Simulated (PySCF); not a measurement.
# Correlation energy of F (fluorine, neutral)

[He] 2s2 2p5, 2P determinant. Calculation: PySCF 2.14, in cc-pVTZ (4s3p2d1f, 30 functions); no relativity, point nucleus. Frozen: 1s2; 7 electrons correlated.

MP2 pair energies summed by pair of shells (mhartree):

```tsv
pair	energy	share (%)
2p-2p	-122.70	61.4
2s-2p	-67.09	33.6
2s-2s	-10.04	5.0
```

Total MP2 correlation energy: -199.84 mhartree.

Same-spin part -48.65 and opposite-spin part -151.19 mhartree; SCS-MP2 scales them by 1/3 and 6/5 to -197.64 mhartree.

```tsv
level	correlation energy (mhartree)
CCSD	-211.25
(T)	-3.59
CCSD(T)	-214.84
```

Diagnostics: T1 = 0.0048, D1 = 0.0085, largest double amplitude 0.041.

Question: Is a single reference adequate?

Answer: Yes: T1 lies below 0.03 and no double amplitude reaches 0.07.
